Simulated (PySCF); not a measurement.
Input file for PySCF: R-B3LYP/LANL2DZ on H8SSi2 (a complex), monomers drawn apart or pushed together.

```python
from pyscf import gto, scf, dft, mp
from pyscf.data.elements import chemcore

mol = gto.M(
    atom='''
    S     0.11707214   -0.62044738    0.19740103
    H     0.56597115    0.62354368   -0.03293470
    H    -1.16582462   -0.24740611    0.06577021
    Si    1.26707073    0.20258036    5.12678869
    Si   -0.97253076    0.90190165    4.97031688
    H     2.11435765    0.92084881    4.14505581
    H     1.38465420   -1.25429330    4.88650283
    H     1.79630975    0.49390792    6.48393173
    H    -1.46078607    1.37022786    6.29276382
    H    -1.85139617   -0.20494952    4.52401008
    H    -1.10887385    2.02611515    4.01206374
    ''',
    basis='lanl2dz',
    ecp={'S': 'lanl2dz', 'Si': 'lanl2dz'},
    charge=0, spin=0, verbose=3, max_memory=1800)
mf = dft.RKS(mol, xc='b3lyp')
mf.conv_tol = 1e-8
mf.max_cycle = 100
mf.kernel()
if not mf.converged:
    mf = mf.newton().run(mf.mo_coeff, mf.mo_occ)
```

What total energy does the run end on?

-22.6351 hartree.
